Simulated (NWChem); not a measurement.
Everything below was run with NWChem. System: C3H3N2, charge 0, spin multiplicity 2, displaced from the optimised geometry. The structure started from a generated list of species. Its SCF solution wasn't tested for a lower state. Level: UB3LYP/def2-SVP, VWN1-RPA local correlation.

Input file:

```
start mol
memory heap 200 mb stack 900 mb global 1100 mb
geometry units angstroms nocenter noautoz noautosym
  C     -0.323934     1.170618     0.000000
  C      1.026002     0.745744     0.000000
  C      0.888793    -0.698030     0.000000
  N     -0.421328    -1.105521     0.000000
  N     -1.150702     0.070443     0.000000
  H      1.950718     1.370480     0.000000
  H      1.698909    -1.471937     0.000000
  H     -2.190584     0.037007     0.000000
end
basis spherical
  * library def2-svp
end
dft
  xc b3lyp
  odft
  mult 2
  semidirect memsize 60000000 filesize 0
  iterations 100
end
task dft gradient
```

NWChem printed:

```
             Northwest Computational Chemistry Package (NWChem) 7.3.0
             --------------------------------------------------------

                                NWChem Input Module
                                -------------------

 Scaling coordinates for geometry "geometry" by  1.889725989
 (inverse scale =  0.529177249)

                             Geometry "geometry" -> ""
                             -------------------------

 Output coordinates in angstroms (scale by  1.889725989 to convert to a.u.)

  No.       Tag          Charge          X              Y              Z
 ---- ---------------- ---------- -------------- -------------- --------------
    1 C                    6.0000    -0.32393400     1.17061800     0.00000000
    2 C                    6.0000     1.02600200     0.74574400     0.00000000
    3 C                    6.0000     0.88879300    -0.69803000     0.00000000
    4 N                    7.0000    -0.42132800    -1.10552100     0.00000000
    5 N                    7.0000    -1.15070200     0.07044300     0.00000000
    6 H                    1.0000     1.95071800     1.37048000     0.00000000
    7 H                    1.0000     1.69890900    -1.47193700     0.00000000
    8 H                    1.0000    -2.19058400     0.03700700     0.00000000

 Effective nuclear repulsion energy (a.u.)     150.3783209897

            Nuclear Dipole moment (a.u.)
            ----------------------------
        X                 Y               Z
 ---------------- ---------------- ----------------
    -0.0000018897    -0.0000075589     0.0000000000


 Summary of "ao basis" -> "" (spherical)
 ------------------------------------------------------------------------------
       Tag                 Description            Shells   Functions and Types
 ---------------- ------------------------------  ------  ---------------------
 *                          def2-svp                  on all atoms

                                 NWChem DFT Module
                                 -----------------

 Summary of "ao basis" -> "ao basis" (spherical)
 ------------------------------------------------------------------------------
       Tag                 Description            Shells   Functions and Types
 ---------------- ------------------------------  ------  ---------------------
 C                          def2-svp                 6       14   3s2p1d
 N                          def2-svp                 6       14   3s2p1d
 H                          def2-svp                 3        5   2s1p

 Summary of "ao basis" -> "ao basis" (spherical)
 ------------------------------------------------------------------------------
       Tag                 Description            Shells   Functions and Types
 ---------------- ------------------------------  ------  ---------------------
 C                          def2-svp                 6       14   3s2p1d
 N                          def2-svp                 6       14   3s2p1d
 H                          def2-svp                 3        5   2s1p

            General Information
            -------------------
          SCF calculation type: DFT
          Wavefunction type:  spin polarized.
          No. of atoms     :     8
          No. of electrons :    35
           Alpha electrons :    18
            Beta electrons :    17
          Charge           :     0
          Spin multiplicity:     2
          Use of symmetry is: off; symmetry adaption is: off
          Maximum number of iterations: 100
          AO basis - number of functions:    85
                     number of shells:    39
          Convergence on energy requested:  1.00D-06
          Convergence on density requested:  1.00D-05
          Convergence on gradient requested:  5.00D-04

              XC Information
              --------------
                         B3LYP Method XC Potential
                     Hartree-Fock (Exact) Exchange  0.200
                        Slater Exchange Functional  0.800 local
                    Becke 1988 Exchange Functional  0.720 non-local
              Lee-Yang-Parr Correlation Functional  0.810
                  VWN I RPA Correlation Functional  0.190 local

             Grid Information
             ----------------
          Grid used for XC integration:  medium
          Radial quadrature: Mura-Knowles
          Angular quadrature: Lebedev.
          Tag              B.-S. Rad. Rad. Pts. Rad. Cut. Ang. Pts.
          ---              ---------- --------- --------- ---------
          C                   0.70       49          10.0       434
          N                   0.65       49          10.0       434
          H                   0.35       45          11.0       434
          Grid pruning is: on
          Number of quadrature shells:   380
          Spatial weights used:  Erf1

          Convergence Information
          -----------------------
          Convergence aids based upon iterative change in
          total energy or number of iterations.
          Levelshifting, if invoked, occurs when the
          HOMO/LUMO gap drops below (HL_TOL):  1.00D-02
          DIIS, if invoked, will attempt to extrapolate
          using up to (NFOCK): 10 stored Fock matrices.

                    Damping( 0%)  Levelshifting(0.5)       DIIS
                  --------------- ------------------- ---------------
          dE  on:    start            ASAP                start
          dE off:    2 iters        100 iters           100 iters

      Screening Tolerance Information
      -------------------------------
          Density screening/tol_rho:  1.00D-10
[...]
    48     -0.116626  4 N  pz                51      0.080282  4 N  pz
     6     -0.043526  1 C  pz                 9     -0.039141  1 C  pz

 Vector   17  Occ=1.000000D+00  E=-2.505272D-01
              MO Center=  4.4D-02,  1.5D-01, -1.5D-09, r^2= 2.4D+00
   Bfn.  Coefficient  Atom+Function         Bfn.  Coefficient  Atom+Function
  ----- ------------  ---------------      ----- ------------  ---------------
    48      0.397112  4 N  pz                 6      0.355716  1 C  pz
    20      0.314820  2 C  pz                51     -0.298512  4 N  pz
    23      0.235949  2 C  pz                 9      0.232609  1 C  pz
    34     -0.108001  3 C  pz                37     -0.098077  3 C  pz

 Vector   18  Occ=0.000000D+00  E=-1.340391D-01
              MO Center= -4.1D-01,  1.2D+00, -2.1D-10, r^2= 1.8D+00
   Bfn.  Coefficient  Atom+Function         Bfn.  Coefficient  Atom+Function
  ----- ------------  ---------------      ----- ------------  ---------------
     3      0.546931  1 C  s                  5      0.440390  1 C  py
     8      0.288289  1 C  py                59     -0.204018  5 N  s
    47     -0.197329  4 N  py                 4     -0.190811  1 C  px
     2      0.170844  1 C  s                 50      0.171362  4 N  py
     7     -0.168806  1 C  px                31      0.148044  3 C  s

 Vector   19  Occ=0.000000D+00  E= 6.265365D-03
              MO Center= -1.7D-01, -1.5D-01,  6.3D-10, r^2= 2.5D+00
   Bfn.  Coefficient  Atom+Function         Bfn.  Coefficient  Atom+Function
  ----- ------------  ---------------      ----- ------------  ---------------
    51      0.451757  4 N  pz                 9      0.409806  1 C  pz
    48     -0.402771  4 N  pz                65     -0.389256  5 N  pz
    37     -0.386499  3 C  pz                 6      0.345384  1 C  pz
    62      0.340998  5 N  pz                34     -0.322607  3 C  pz
    23     -0.044068  2 C  pz                20     -0.033223  2 C  pz

 Vector   20  Occ=0.000000D+00  E= 4.563085D-02
              MO Center= -2.0D+00,  3.5D-02,  3.4D-09, r^2= 4.0D+00
   Bfn.  Coefficient  Atom+Function         Bfn.  Coefficient  Atom+Function
  ----- ------------  ---------------      ----- ------------  ---------------
    82      1.456409  8 H  s                 59     -1.093665  5 N  s
    63      0.456069  5 N  px                72      0.400622  6 H  s
    77      0.383874  7 H  s                 17     -0.320788  2 C  s
    31     -0.294690  3 C  s                 58     -0.244613  5 N  s
    60     -0.226915  5 N  px                81      0.203909  8 H  s

   alpha - beta orbital overlaps
   -----------------------------

   alpha      1      2      3      4      5      6      7      8      9     10
    beta      1      2      3      4      5      6      7      8      9     10
 overlap   1.000  1.000  1.000  1.000  1.000  1.000  0.992  0.991  0.997  0.997

   alpha     11     12     13     14     15     16     17     18     19     20
    beta     11     12     13     14     15     18     16     17     19     21
 overlap   0.976  0.994  0.999  0.988  0.776  0.767  0.977  0.974  0.976  0.978

   alpha     21     22     23     24     25     26     27     28     29     30
    beta     20     22     23     24     25     26     27     28     29     30
 overlap   1.000  0.999  0.999  0.997  0.978  0.980  0.997  0.960  0.980  0.927

   alpha     31     32     33     34     35     36     37     38     39     40
    beta     31     32     34     33     35     36     38     37     39     40
 overlap   0.931  0.989  0.736  0.781  0.988  0.995  0.935  0.942  0.998  0.996

   alpha     41     42     43     44     45     46     47     48     49     50
    beta     41     42     43     44     45     46     47     48     49     50
 overlap   0.992  0.997  1.000  0.995  1.000  0.999  1.000  0.999  1.000  1.000

   alpha     51     52     53     54     55     56     57     58     59     60
    beta     51     52     53     54     55     56     57     58     59     60
 overlap   0.999  1.000  0.999  0.989  0.989  1.000  0.995  0.994  0.998  0.995

   alpha     61     62     63     64     65     66     67     68     69     70
    beta     61     62     63     64     65     66     67     68     69     70
 overlap   0.982  0.995  0.982  1.000  0.985  0.994  0.999  0.992  0.999  0.995

   alpha     71     72     73     74     75     76     77     78     79     80
    beta     71     72     73     74     75     76     77     78     79     80
 overlap   0.998  0.993  0.998  0.999  0.999  0.998  1.000  0.999  1.000  0.998

   alpha     81     82     83     84     85
    beta     81     82     83     84     85
 overlap   0.999  0.998  0.999  1.000  1.000

     --------------------------
     Expectation value of S2:
     --------------------------
      <S2> =      0.7587 (Exact =     0.7500)

 center of mass
 --------------
 x =  -0.04094817 y =   0.00171297 z =   0.00000000

 moments of inertia (a.u.)
 ------------------
         179.361060442203          -9.525478360549           0.000000000000
          -9.525478360549         199.790150463036           0.000000000000
           0.000000000000           0.000000000000         379.151210905238

     Multipole analysis of the density
     ---------------------------------

     L   x y z        total         alpha         beta         nuclear
     -   - - -        -----         -----         ----         -------
     0   0 0 0     -0.000000    -18.000000    -17.000000     35.000000

     1   1 0 0     -0.246238      0.296389     -0.542626     -0.000002
     1   0 1 0      0.433526     -1.050584      1.484118     -0.000008
     1   0 0 1      0.000000      0.000000      0.000000      0.000000

     2   2 0 0    -15.541246    -68.670005    -67.169954    120.298713
     2   1 1 0     -1.154412     -1.620558     -4.454525      4.920671
     2   1 0 1      0.000000      0.000000      0.000000      0.000000
     2   0 2 0    -23.119148    -64.716617    -55.244492     96.841960
     2   0 1 1     -0.000000     -0.000000     -0.000000      0.000000
     2   0 0 2    -23.090819    -11.892313    -11.198506      0.000000

            General Information
            -------------------
          SCF calculation type: DFT
          Wavefunction type:  spin polarized.
          No. of atoms     :     8
          No. of electrons :    35
           Alpha electrons :    18
            Beta electrons :    17
          Charge           :     0
          Spin multiplicity:     2
          Use of symmetry is: off; symmetry adaption is: off
          Maximum number of iterations: 100
          AO basis - number of functions:    85
                     number of shells:    39
          Convergence on energy requested:  1.00D-06
          Convergence on density requested:  1.00D-05
          Convergence on gradient requested:  5.00D-04

              XC Information
              --------------
                         B3LYP Method XC Potential
                     Hartree-Fock (Exact) Exchange  0.200
                        Slater Exchange Functional  0.800 local
                    Becke 1988 Exchange Functional  0.720 non-local
              Lee-Yang-Parr Correlation Functional  0.810
                  VWN I RPA Correlation Functional  0.190 local

             Grid Information
             ----------------
          Grid used for XC integration:  medium
          Radial quadrature: Mura-Knowles
          Angular quadrature: Lebedev.
          Tag              B.-S. Rad. Rad. Pts. Rad. Cut. Ang. Pts.
          ---              ---------- --------- --------- ---------
          C                   0.70       49          10.0       434
          N                   0.65       49          10.0       434
          H                   0.35       45          11.0       434
          Grid pruning is: on
          Number of quadrature shells:   380
          Spatial weights used:  Erf1

          Convergence Information
          -----------------------
          Convergence aids based upon iterative change in
          total energy or number of iterations.
          Levelshifting, if invoked, occurs when the
          HOMO/LUMO gap drops below (HL_TOL):  1.00D-02
          DIIS, if invoked, will attempt to extrapolate
          using up to (NFOCK): 10 stored Fock matrices.

                    Damping( 0%)  Levelshifting(0.5)       DIIS
                  --------------- ------------------- ---------------
          dE  on:    start            ASAP                start
          dE off:    2 iters        100 iters           100 iters

      Screening Tolerance Information
      -------------------------------
          Density screening/tol_rho:  1.00D-10
          AO Gaussian exp screening on grid/accAOfunc:  14
          CD Gaussian exp screening on grid/accCDfunc:  20
          XC Gaussian exp screening on grid/accXCfunc:  20
          Schwarz screening/accCoul:  1.00D-08

                            NWChem DFT Gradient Module
                            --------------------------

  charge          =   0.00
  wavefunction    = open shell

                         DFT ENERGY GRADIENTS

    atom               coordinates                        gradient
                 x          y          z           x          y          z
   1 C      -0.612146   2.212147   0.000000   -0.011828   0.034211  -0.000000
   2 C       1.938863   1.409252   0.000000    0.018015   0.005892   0.000000
   3 C       1.679575  -1.319085   0.000000    0.021148  -0.003364  -0.000000
   4 N      -0.796194  -2.089132   0.000000   -0.022019  -0.029781  -0.000000
   5 N      -2.174511   0.133118   0.000000   -0.012952  -0.004043   0.000000
   6 H       3.686323   2.589832   0.000000    0.016396   0.010975  -0.000000
   7 H       3.210472  -2.781558   0.000000    0.014315  -0.013422   0.000000
   8 H      -4.139604   0.069933   0.000000   -0.023075  -0.000469  -0.000000

                 ----------------------------------------
                 |  Time  |  1-e(secs)   |  2-e(secs)   |
                 ----------------------------------------
                 |  CPU   |       0.00   |       0.98   |
                 ----------------------------------------
                 |  WALL  |       0.00   |       0.98   |
                 ----------------------------------------

 Task  times  cpu:        5.5s     wall:        5.5s

 Total times  cpu:        5.5s     wall:        5.5s
```
